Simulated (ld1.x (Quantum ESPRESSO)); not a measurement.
**Varying the RRKJ potential for germanium (Ge)**

Base potential:

* Element: Ge (Z = 32)
* Generator: ld1.x (Quantum ESPRESSO) 7.5
* Type: norm-conserving RRKJ (Kleinman–Bylander form)
* Functional: LDA (PZ)
* Relativity: scalar-relativistic
* Frozen core: [Ne]
* Valence charge: 22
* Reference configuration: 3s2 3p6 3d10 4s2 4p1.5 (charge +0.5)
* Partial waves: 3s (bound): rc 0.80 bohr; 3p (bound): rc 1.00 bohr; 3d (bound): rc 0.70 bohr
* Local potential: all-electron potential smoothed inside 0.80 bohr (lloc = -1)
* Core correction: a·sin(br)/r model core inside 0.40 bohr
* rho0: 0.02

Occupied shells without a wave of their own: 4p, 4s. They enter only through the test configuration that unscreens the potential, and ld1.x also counts them in the model core charge.

Cutoffs, loose and tight: the cutoffs (Ry, on a coarse ladder) from which the occupation-weighted sum of valence levels, in a spherical-Bessel basis at the reference potential, stays within 10 and 1 mRy of its value at 400 Ry. They do not see the model core or the augmentation charge, which bear on the density cutoff. Test errors are all-electron minus pseudo excitation energies from the reference, over the configurations 3s2 3p6 3d10 4s2 4p2; 3s2 3p6 3d10 4s2 4p1; 3s2 3p6 3d10 4s2 4p0; 3s1 3p6 3d10 4s2 4p2; 3s2 3p6 3d9 4s2 4p2; 3s2 3p6 3d10 4s1 4p2; 3s2 3p6 3d9 4s2 4p3 (two spin-polarised tests are not counted in the largest error). A dash means not determined; rows that change the core or the reference have their own tests.

With those shells counted twice in exchange and correlation these files are broken, and their errors move erratically; no question is asked of them.

Cutoffs are not given where the Bessel-basis levels miss the radial ones by over 6 mRy, ghosts where they miss by over 20 mRy; a channel whose overlap is not positive is not tested.

| change | outcome | cutoff, loose | cutoff, tight | bound ghosts | largest test error (meV) |
| --- | --- | --- | --- | --- | --- |
| base | generated | over 300 Ry | over 300 Ry | none | -297 |
| wave 3p (bound): rc 1.00 bohr becomes 3p (bound): rc 0.78 bohr | generated | over 300 Ry | over 300 Ry | none | -310 |
| reference 3s2 3p6 3d10 4s2 4p2 | generated | over 300 Ry | over 300 Ry | none | -1205 |
| core correction a·sin(br)/r model core inside 0.44 bohr | generated | over 300 Ry | over 300 Ry | none | -297 |
| local potential the s channel | generated, misses its reference levels by 0.57 eV | over 300 Ry | over 300 Ry | none | -603 |
| wave 3d (bound): rc 0.70 bohr becomes 3d (bound): rc 0.88 bohr | generated | 230 Ry | over 300 Ry | none | -297 |
| fully relativistic | generated | – | – | none | -289 |
